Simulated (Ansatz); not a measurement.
In₁₀P₁₀⁻. The state is a doublet with charge -1. Geometry PBE-D4/def2-SVP, that of the neutral singlet; atoms count from 1.

Cartesian coordinates in Å:
```
P -2.4097 -2.8197 1.4371
P 2.3004 -3.5836 2.1325
P 0.6914 -2.4683 -2.1721
P 3.9892 -0.5712 0.3397
P -3.5381 1.7880 2.3929
P -2.2753 0.1621 -1.7414
P -1.5768 4.3019 -0.1449
P 0.2024 0.3515 1.2763
P 1.0520 -0.4565 -3.0905
P -0.7580 0.8329 -3.1502
In -0.1256 -3.4256 2.1058
In -2.3432 -0.3365 2.1829
In -0.9082 -1.5217 -0.3986
In 2.2489 -0.8935 2.2577
In 2.5346 -2.5751 -0.3423
In 2.0350 0.8191 -0.6703
In -0.7790 3.1670 2.5579
In -2.7864 2.1240 -0.0283
In 0.0652 3.0204 -1.4950
In 2.3812 2.0848 -3.4491
```

In the def2 sets In takes a core potential; there is no spin–orbit coupling. Single mean-field runs in def2-SVP are fitted with def2-universal-jkfit.

(1) Estimate the Mulliken populations from the PBE0/def2-SVP orbitals of Ansatz.

(2) Where does the spin sit?

(3) And the Mayer bond orders between heavy atoms (over 0.3)?

Results:

(1) 
| atom | charge (e) | spin (α − β) |
| --- | --- | --- |
| P1 | -0.32 | 0.00 |
| P2 | -0.28 | -0.05 |
| P3 | -0.24 | 0.04 |
| P4 | -0.34 | 0.05 |
| P5 | -0.37 | 0.00 |
| P6 | -0.33 | 0.14 |
| P7 | -0.39 | -0.01 |
| P8 | -0.62 | 0.12 |
| P9 | -0.28 | 0.01 |
| P10 | -0.18 | 0.06 |
| In11 | 0.21 | 0.05 |
| In12 | 0.31 | 0.01 |
| In13 | 0.37 | -0.02 |
| In14 | 0.13 | 0.40 |
| In15 | 0.21 | 0.19 |
| In16 | 0.24 | -0.01 |
| In17 | 0.21 | 0.00 |
| In18 | 0.26 | 0.00 |
| In19 | 0.19 | 0.02 |
| In20 | 0.22 | -0.01 |
Mulliken values depend strongly on the basis.

(2) Summed by element: P 0.36, In 0.64, of 1 unpaired in all. Largest on single atoms: In14 0.40, In15 0.19, P6 0.14.

(3) P1–In11 1.06 (2.46 Å); P1–In12 0.81 (2.59 Å); P1–In13 0.63 (2.70 Å); P2–In11 1.16 (2.43 Å); P2–In14 0.63 (2.69 Å); P2–In15 0.75 (2.68 Å); P3–P9 0.97 (2.24 Å); P3–In13 0.78 (2.57 Å); P3–In15 0.77 (2.60 Å); P4–In14 0.81 (2.61 Å); P4–In15 0.94 (2.57 Å); P4–In16 0.80 (2.60 Å); P5–In12 1.14 (2.45 Å); P5–In17 0.46 (3.09 Å); P5–In18 0.93 (2.56 Å); P6–P10 1.07 (2.18 Å); P6–In13 0.76 (2.55 Å); P6–In18 0.71 (2.65 Å); P7–In17 0.48 (3.04 Å); P7–In18 1.05 (2.49 Å); P7–In19 1.08 (2.48 Å); P8–In12 0.48 (2.79 Å); P8–In13 0.56 (2.75 Å); P8–In14 0.75 (2.59 Å); P8–In16 0.53 (2.71 Å); P9–P10 0.99 (2.22 Å); P9–In16 0.43 (2.91 Å); P9–In20 0.34 (2.89 Å); P10–In19 0.45 (2.86 Å); In16–In19 0.30 (3.07 Å); In16–In20 0.34 (3.07 Å); In19–In20 0.33 (3.17 Å).
